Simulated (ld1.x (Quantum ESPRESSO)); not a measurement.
## H: one change to a TM potential, before and after

* Element: H (Z = 1)
* Generator: ld1.x (Quantum ESPRESSO) 7.5
* Type: norm-conserving Troullier–Martins (Kleinman–Bylander form)
* Functional: revPBE
* Relativity: scalar-relativistic
* Frozen core: none
* Valence charge: 1
* Reference configuration: 1s1
* Partial waves: 2p channel at 0.05 Ry: rc 1.05 bohr; 1s (bound): rc 1.40 bohr
* Local potential: the s channel
* Core correction: none

All-electron outer shells of the reference configuration (revPBE, scalar-relativistic, ld1.x):

| shell | level (eV) | outermost node (bohr) | outermost maximum (bohr) |
| --- | --- | --- | --- |
| 1s | -6.54 | – | 1.03 |

Change: wave 1s (bound): rc 1.40 bohr becomes 1s (bound): rc 2.16 bohr.

Cutoffs: the cutoffs (Ry, on a coarse ladder) from which the occupation-weighted sum of valence levels, in a spherical-Bessel basis at the reference potential, stays within 10 and 1 mRy of its value at 400 Ry; they do not see the model core or the augmentation charge, which bear on the density cutoff. Errors are all-electron minus pseudo energies relative to the spin-unpolarised reference configuration.

Q: How do hardness, ghosts and transferability respond?

A: The potential gets softer (18 Ry and 30 Ry → 10 Ry and 18 Ry); neither file shows a bound ghost. A larger radius leaves more room for a smooth pseudo-wave, so fewer plane waves are needed.

```csv
quantity,base,changed
"cutoff, loose",18 Ry,10 Ry
"cutoff, tight",30 Ry,18 Ry
bound ghosts,none,none
"error for 1s0.5, meV [ΔE 4.81 eV]",+2.2,+15
```
